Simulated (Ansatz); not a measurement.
`[CH3][Ga]([OH])[OH]`. Total charge 0; spin multiplicity 1. The structure was optimised at the PBE0-D4/def2-TZVP level. It is one conformer, not always the lowest.

```xyz
9

C    -0.397    1.312   -0.509
Ga    0.082   -0.486    0.065
O    -0.286   -1.920   -0.927
O     0.915   -0.945    1.584
H     0.496    1.932   -0.605
H    -0.905    1.273   -1.473
H    -1.058    1.782    0.221
H     0.010   -2.736   -0.517
H     1.142   -0.212    2.159
```

Task: What is the dipole moment at B3LYP/def2-TZVPP? (An estimate is asked.)

Result: Ansatz gave: 2.24 D, with components (0.19, 2.10, 0.76) D in this frame, pointing from negative to positive charge.

Task: And with PBE, r2SCAN, ωB97M-V? (Best estimate.)

Result: The calculation gave: PBE 2.11 D, r2SCAN 2.19 D, ωB97M-V 2.25 D.

Task: Give the Mulliken charges with B3LYP, r2SCAN, ωB97M-V in def2-TZVPP. (Estimate.)

Result: Ansatz gave: 
```tsv
atom	B3LYP	r2SCAN	ωB97M-V
C1	-0.41	-0.34	-0.49
Ga2	0.60	0.60	0.64
O3	-0.43	-0.45	-0.43
O4	-0.42	-0.44	-0.42
H5	0.10	0.08	0.12
H6	0.12	0.09	0.14
H7	0.10	0.08	0.12
H8	0.18	0.20	0.17
H9	0.16	0.18	0.15
```

B3LYP here is the variant with VWN-RPA as its local correlation; programs differ in this.
